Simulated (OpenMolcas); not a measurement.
# Mo4+: moving the ligands

Mo4+ with 6 ligands (chloride) in octahedral coordination (Oh) at 2.41 Å. A charge of +0.333 e stands 2.6 Å behind each ligand. Ligand basis ANO-RCC-VDZP.
```
Mo    0.0000    0.0000    0.0000
Cl    2.4100    0.0000    0.0000
Cl    0.0000    2.4100    0.0000
Cl   -2.4100    0.0000    0.0000
Cl    0.0000   -2.4100    0.0000
Cl    0.0000    0.0000    2.4100
Cl    0.0000    0.0000   -2.4100
```

```json
{
  "Program": "OpenMolcas 26.06",
  "Method": "CASSCF",
  "Basis": "ANO-RCC-VTZP [7s6p4d2f1g]",
  "Scalar Hamiltonian": "DKH2, point nucleus",
  "Active space": "2 electrons in 5 orbitals (4d)",
  "State averaging": "2S+1 = 3 even, 10 roots; 2S+1 = 1 even, 15 roots",
  "Spin-orbit coupling": "state interaction with AMFI integrals over the reference wave functions"
}
```

Runs around this geometry, states (labels of O, the rotations of Oh). Energies in cm-1 above the lowest state or level, χT in cm3 K/mol; under a threefold ground state the first gap can be a small split of the lowest multiplet, not the spin-orbit step; 10Dq and B are least-squares fits to the states below 45000 cm-1, weighted by degeneracy, with a free offset, and given where the rms deviation is under 5 % of |10Dq| (or 100 cm-1) and under 700 cm-1.

```
R (Å)  Ground state  First state of that spin   10Dq  B (rms of fit)  First gap with spin-orbit (degeneracies)  χT at 300 K  First state of another spin
 2.25           3T1                 3T2 27860  28256       611 (408)                               17.5 (2, 3)        0.444                     1T2 8796
 2.41           3T1                 3T2 20890  21680       615 (502)                               29.5 (2, 3)        0.402                     1T2 9644
 2.55           3T1                 3T2 16419  17151       629 (542)                               42.1 (2, 3)        0.373                    1T2 10170
```

Taking |10Dq| as R^-n, n = -ln(17151 / 28256) / ln(2.55 / 2.25) = 4.0 between the shortest and longest distance. The point-charge formula for a cubic d site gives n = 5.

An orbital triplet at a regular site is open to Jahn-Teller coupling, which can distort the site and quench the lowest spin-orbit gaps and is left out. Without dynamic correlation the repulsion within the d shell is too large (B by tens of per cent), so at a given field states of lower spin stand too high. With metal d orbitals alone the field can be off either way by tens of per cent. Ligand-to-metal charge-transfer states are missing. With no ligand orbital active B as a rule stays too high, so bands that hang on it stand too high and its fall with covalency is understated. The least metal-like active orbital is 66 % on the metal (Löwdin) and no ligand orbital is active, so the numbers are rough (holds for R = 2.25). The least metal-like active orbital is 72 % on the metal (Löwdin) and no ligand orbital is active, so the numbers are rough (holds for R = 2.41). The least metal-like active orbital is 74 % on the metal (Löwdin) and no ligand orbital is active, so the numbers are rough (holds for R = 2.55). No measured value stands beside these numbers; the geometry is a model, was not optimised and need not be the one that this ion takes.
